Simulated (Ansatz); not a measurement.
Basis sets compared for the cluster Pd₃Au. Charge 0, multiplicity 2. Geometry B3LYP-D4/def2-SVP. Ansatz on 2 threads of AMD EPYC 7R13 on a shared host; times are rough, and most runs start from earlier orbitals.

```xyz
4

Pd   -1.394    0.546   -0.637
Pd    0.177   -1.562   -0.417
Pd   -0.107    0.090    1.621
Au    1.323    0.927   -0.567
```

In the def2 sets Au, Pd take a core potential; there is no spin–orbit coupling. The structure comes from a short search, and lower isomers may exist.

Binding counts from free atoms (Pd singlet, Au doublet) in the same basis, without a counterpoise term.

```
                          level  functions  energy (Eh)  HOMO (eV)  LUMO (eV)  binding per atom (eV)  wall time
                PBE-D4/def2-SVP        125    -519.5454      -4.43      -4.00                   1.79      7.5 s
               PBE-D4/def2-TZVP        160    -519.6548      -4.43      -3.99                   1.81      8.5 s
            r2SCAN-D4/def2-TZVP        160    -519.7220      -4.39      -3.71                   1.89       15 s
               PBE0-D4/def2-SVP        125    -519.3805      -5.40      -2.83                   1.42       12 s
PBE0-D4/def2-TZVP (with forces)        160    -519.4857      -5.38      -2.80                   1.44       18 s
```

(1) Estimate the rows for PBE-D4/def2-TZVPD, r2SCAN-D4/def2-TZVPD, PBE0-D4/def2-TZVPD.

Results:

(1) 
```csv
level,functions,energy (Eh),HOMO (eV),LUMO (eV),binding per atom (eV),wall time
PBE-D4/def2-TZVPD,163,-519.6553,-4.43,-3.99,1.82,11 s
r2SCAN-D4/def2-TZVPD,163,-519.7225,-4.38,-3.71,1.89,19 s
PBE0-D4/def2-TZVPD,163,-519.4862,-5.38,-2.80,1.44,16 s
```
